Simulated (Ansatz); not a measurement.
Basis sets compared for GeHMe2(OMe) (C₃H₁₀GeO). Total charge 0; singlet. Geometry PBE0-D4/def2-SVP. Ansatz on 4 threads of Arm Neoverse V2 on a shared host; times are rough, and most runs start from earlier orbitals.

```xyz
15

C    -1.1919    0.8756   -1.0597
C    -0.6898    0.4483    2.1053
C     1.4891   -1.4865   -1.0306
Ge    0.1080    0.4867    0.3398
O     0.7448   -1.1709    0.1047
H     1.3091    1.4629    0.2541
H    -2.0123    0.1437   -1.0225
H    -0.7284    0.8324   -2.0562
H    -1.6137    1.8827   -0.9214
H    -1.5161   -0.2771    2.1249
H    -1.0834    1.4391    2.3762
H     0.0574    0.1478    2.8534
H     0.9107   -1.3831   -1.9707
H     1.8156   -2.5376   -0.9631
H     2.4008   -0.8638   -1.1343
```

Another isomer (singlet) lies 0.89 eV lower at PBE0-D4/def2-TZVP; other spin states weren't run for this one.

Binding counts from free atoms (C triplet, Ge triplet, O triplet, H doublet) in the same basis, without a counterpoise term.

| level | functions | energy (Eh) | HOMO (eV) | LUMO (eV) | binding per atom (eV) | wall time |
| --- | --- | --- | --- | --- | --- | --- |
| PBE-D4/def2-SVP | 138 | -2271.6082 | -5.66 | 0.66 | 3.83 | 1.4 s |
| PBE0-D4/def2-SVP | 138 | -2271.6935 | -7.26 | 1.56 | 3.79 | 1.8 s |

**Question.** Estimate the rows for PBE-D4/def2-TZVP (with forces), PBE0-D4/def2-TZVP.

**Answer.** 
| level | functions | energy (Eh) | HOMO (eV) | LUMO (eV) | binding per atom (eV) | wall time |
| --- | --- | --- | --- | --- | --- | --- |
| PBE-D4/def2-TZVP (with forces) | 232 | -2272.0980 | -5.85 | 0.31 | 3.81 | 2.7 s |
| PBE0-D4/def2-TZVP | 232 | -2272.1774 | -7.38 | 1.11 | 3.77 | 3.5 s |
